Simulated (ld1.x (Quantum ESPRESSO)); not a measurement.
# copper: PAW pseudisation with PBE, scalar-relativistic reference atom.

```json
{
  "Element": "copper (Cu)",
  "Generator": "ld1.x (Quantum ESPRESSO) 7.5",
  "Type": "PAW",
  "Functional": "PBE",
  "Relativity": "scalar-relativistic",
  "Frozen core": "[Ar]",
  "Valence charge": "11",
  "Reference configuration": "3d10 4s1 4p0",
  "Partial waves": "4s (bound): rcut 2.05, rcutus 2.40 bohr; 4s channel at 1.1 Ry: rcut 2.05, rcutus 2.40 bohr; 4p (bound, empty): rcut 3.55, rcutus 4.25 bohr; 4p channel at 4.7 Ry: rcut 3.55, rcutus 4.25 bohr; 3d (bound): rcut 1.35, rcutus 1.65 bohr; 3d channel at 0.2 Ry: rcut 1.35, rcutus 1.65 bohr",
  "Local potential": "all-electron potential smoothed inside 2.10 bohr (lloc = -1)",
  "Core correction": "Bessel-smoothed model core, default radius (core density twice the valence density)",
  "Augmentation charge": "PSQ, inside the norm-conserving radii"
}
```

All-electron outer shells of the reference configuration (PBE, scalar-relativistic, ld1.x):

```json
{"shell": "3s", "level (eV)": "-114.70", "outermost node (bohr)": "0.29", "outermost maximum (bohr)": "0.61"}
{"shell": "3p", "level (eV)": "-72.14", "outermost node (bohr)": "0.26", "outermost maximum (bohr)": "0.62"}
{"shell": "3d", "level (eV)": "-5.04", "outermost node (bohr)": "–", "outermost maximum (bohr)": "0.60"}
{"shell": "4s", "level (eV)": "-4.61", "outermost node (bohr)": "0.89", "outermost maximum (bohr)": "2.27"}
{"shell": "4p", "level (eV)": "-0.70", "outermost node (bohr)": "0.97", "outermost maximum (bohr)": "3.65"}
```

What the tests gave:

- Cutoffs needed: 40 Ry and 70 Ry (the cutoffs (Ry, on a coarse ladder) from which the occupation-weighted sum of valence levels, in a spherical-Bessel basis at the reference potential, stays within 10 and 1 mRy of its value at 400 Ry)
- Ghost test: ghost state, extra bound levels that the all-electron valence spectrum of the same l lacks: p at -82.5 eV; a true bound ghost makes a file unfit for plane-wave use (spherical-Bessel basis up to 400 Ry, 20 bohr box)
- Largest excitation error: -2036 meV (all-electron minus pseudo) for 3d7 4s0 4p0, out of 7 test configurations
- Lowest eigenvalue of the overlap operator: 0.02 (p channel)
- Density cutoff estimated by the generator: 228 Ry

Generation and tests took about 1.5 s on one core of a shared server CPU.
